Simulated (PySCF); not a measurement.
Species: C4H3ClO3 (charge +1 and doublet state).
Z-matrix (Å and degrees, GFN2-xTB geometry), rows numbered from 1:
```
C 
C   1  1.4483
O   2  1.3244  1  122.59
C   3  1.3834  2  110.28  1   179.98
O   4  1.1649  3  126.99  2  -179.98
O   4  1.3874  3  106.01  2     0.03
C   6  1.3328  4  108.96  3    -0.02
Cl  7  1.6533  2  130.73  1     0.03
H   1  1.0974  2  110.27  3    57.16
H   1  1.0858  2  111.80  3  -179.70
H   1  1.0972  2  110.31  3   -56.41
```

As a line formula: `C[C]1OC(=O)O[C+]1Cl` [radical] (charge +1).

Method used: PySCF, UKS B3LYP, pcH-1 on C Cl H O, non-relativistic, mean-field spin-orbit, GIAO. Geometry: GFN2-xTB; no solvent, vibrations or thermal averaging. A GFN2-xTB geometry isn't a minimum of the functional, and hyperfine couplings can be far from their values at a DFT geometry, by a factor of two or more for some ions and for spin on atoms past the first row. The SCF solution wasn't tested for stability.

Question: Give the principal g shifts and their parts.

Answer: 
| Δg (ppt) | 1 | 2 | 3 |
| --- | --- | --- | --- |
| relativistic mass correction | -0.24 | -0.24 | -0.24 |
| gauge correction | -0.01 | 0.05 | 0.05 |
| orbital Zeeman/spin–orbit | -0.26 | 5.30 | 7.79 |
| total | -0.50 | 5.10 | 7.60 |

So g = 2.00182, 2.00742, 2.00992 and g_iso = 2.00639; the tensor is rhombic: the two nearest values differ by 31 % of g3 − g1. Axes: g3 points within 9° of the C7–Cl8 bond.

Question: At 33.922 GHz, how far is the centre of the isotropic spectrum from where a free electron (g = 2.002319) resonates?

Answer: B = hν/(g μB) with μB/h = 13.99624 MHz/mT gives 1210.42 mT for the free electron and 1207.97 mT at g_iso, 2.45 mT lower.

Question: Average each term over the three axes. Which is largest in size?

Answer: The orbital-Zeeman/spin–orbit term 4.28, the mass correction -0.24 and the gauge correction 0.03 ppt, for a total of 4.07 ppt. The orbital-Zeeman/spin–orbit term is the largest in size. The mass correction is the same along every axis, so the anisotropy comes from the other two: their spans along these axes are 0.05 (gauge) and 8.05 ppt (orbital Zeeman/spin–orbit).

Question: What are the electron Larmor frequencies g μB B/h along the three axes at 340 mT?

Answer: 9.5261, 9.5528, 9.5647 GHz for g1, g2 and g3, a range of 38.6 MHz.

Question: In a frozen sample, at which fields do the three g values resonate at 9.5, 34, 94 and 263 GHz (hyperfine left aside), and which band first spreads them over more than twice a line width of 0.3 mT?

Answer: 
```
band    GHz  B(g3) mT  B(g2) mT  B(g1) mT  spread mT
   X    9.5    337.70    338.12    339.07       1.37
   Q   34.0   1208.62   1210.12   1213.51       4.89
   W   94.0   3341.47   3345.63   3355.00      13.53
   J  263.0   9349.01   9360.64   9386.85      37.85
```

The spread grows in proportion to the frequency. X band is the first where it exceeds 0.6 mT.

The largest Mulliken spin populations are on C2 (+0.32), C7 (+0.29), O5 (+0.13) and Cl8 (+0.12).

The HOMO–LUMO gaps are 5.79 eV among the α and 4.01 eV among the β orbitals.
